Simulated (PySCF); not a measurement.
Compound: C₂H₁₁GeNSi.
SMILES with atom numbers: `[CH3:1][N:2]([CH3:3])[GeH2:4][SiH3:5]` (hydrogens: H6, H7, H8 on C1; H9, H10, H11 on C3; H12, H13 on Ge4; H14, H15, H16 on Si5)

Cartesian coordinates in Å at the GFN2-xTB level; atoms count from 1:
```
atom  x, y, z in Å
C1    -1.473    1.166   -0.063
N2    -0.940   -0.086   -0.548
C3    -1.398   -1.200    0.250
Ge4    0.836   -0.106   -1.065
Si5    2.415    0.130    0.670
H6    -1.178    1.386    0.973
H7    -2.565    1.140   -0.103
H8    -1.121    1.974   -0.704
H9    -1.116   -1.114    1.309
H10   -2.489   -1.264    0.198
H11   -0.976   -2.122   -0.149
H12    0.849    0.972   -2.129
H13    0.902   -1.411   -1.832
H14    3.690   -0.496    0.326
H15    1.910   -0.506    1.890
H16    2.646    1.545    0.966
```

Vertical excitations from PySCF (density fitting, frozen core in the response, grid level 2 and gas phase unless stated; continuum runs use non-equilibrium linear response for the excitations) on a GFN2-xTB geometry. Reference run:

```csv
settings,"S1, eV (f)","S2, eV (f)","S3, eV (f)","S4, eV (f)","S5, eV (f)","S6, eV (f)","T1, eV (Tamm–Dancoff)",mean α (au)
"PBE0/def2-SVPD, full TDDFT, 8 singlets",4.68 (0.022),5.23 (0.003),5.49 (0.064),5.63 (0.058),6.39 (0.002),6.43 (0.011),4.30,96.1
```

Task: What do these settings give: (1) PBE0/def2-SVP, TDA, 6 singlets; (2) PBE0/ANO-RCC-VDZP, full TDDFT, 6 singlets?

Result: 
```csv
settings,"S1, eV (f)","S2, eV (f)","S3, eV (f)","S4, eV (f)","S5, eV (f)","S6, eV (f)","T1, eV (Tamm–Dancoff)",mean α (au)
"PBE0/def2-SVP, TDA, 6 singlets",4.81 (0.036),5.35 (0.005),6.25 (0.201),6.63 (0.007),7.09 (0.007),7.53 (0.013),4.33,85.3
"PBE0/ANO-RCC-VDZP, full TDDFT, 6 singlets",4.63 (0.026),5.28 (0.005),5.35 (0.023),5.66 (0.141),6.23 (0.009),6.34 (0.002),4.25,88.6
```

(1) S1 moves by +0.13 eV; basis and response scheme change together, so the shift can't be laid on one. (2) S1 moves by -0.05 eV. States are counted by energy in each run and needn't keep their character from row to row.

ANO-RCC sets were contracted for a scalar-relativistic Hamiltonian, but ran non-relativistically here.

Task: Which orbital pairs make up S1 in each run, and how does it sit against the orbital gap?

Result: 
```json
{"settings": "PBE0/def2-SVPD, full TDDFT, 8 singlets", "S1 configurations (weight)": "H→L 0.98", "S1 (eV)": "4.68", "orbital gap (eV)": "5.91", "S1 − gap (eV)": "-1.23"}
{"settings": "PBE0/def2-SVP, TDA, 6 singlets", "S1 configurations (weight)": "H→L 0.98", "S1 (eV)": "4.81", "orbital gap (eV)": "6.02", "S1 − gap (eV)": "-1.21"}
{"settings": "PBE0/ANO-RCC-VDZP, full TDDFT, 6 singlets", "S1 configurations (weight)": "H→L 0.98", "S1 (eV)": "4.63", "orbital gap (eV)": "5.86", "S1 − gap (eV)": "-1.23"}
```

 Relativistic effects, spin–orbit coupling among them, are left out although an element past zinc is present.

One conformer stands for the species.
